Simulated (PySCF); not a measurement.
C5H5, SMILES C1[C]=CCC=1, multiplicity 2. Coordinates come from a PBE0-D3(BJ)/def2-SVP optimisation. The isomer is the one that the SMILES or the coordinates give; other isomers of the formula were not compared. Other conformers were not sampled.

Problem. Give the equilibrium geometry at PBE0-D3(BJ)/def2-SVP (PySCF confirms it by a frequency run) as bond lengths and angles, and its point group. (An estimate is asked for; the answer gives what the named calculation found.)

Solution. This is not unique; one that fits is point group Cs.
Atoms: C1 C2 C3 C4 C5 H6 H7 H8 H9 H10. Bonds (Å): C1–C2 1.338, C1–C5 1.452, C2–C3 1.507, C2–H6 1.090, C3–C4 1.500, C3–H7 1.106, C3–H8 1.106, C4–C5 1.353, C4–H9 1.092, C5–H10 1.090. Bond angles (°): C2–C1–C5 113.6, C1–C2–C3 105.8, C1–C2–H6 129.3, C3–C2–H6 125.0, C2–C3–C4 104.4, C2–C3–H7 111.7, C2–C3–H8 111.7, C4–C3–H7 111.6, C4–C3–H8 111.6, H7–C3–H8 106.0, C3–C4–C5 109.6, C3–C4–H9 123.9, C5–C4–H9 126.5, C1–C5–C4 106.6, C1–C5–H10 126.2, C4–C5–H10 127.2.
Charge 0, spin multiplicity 2.
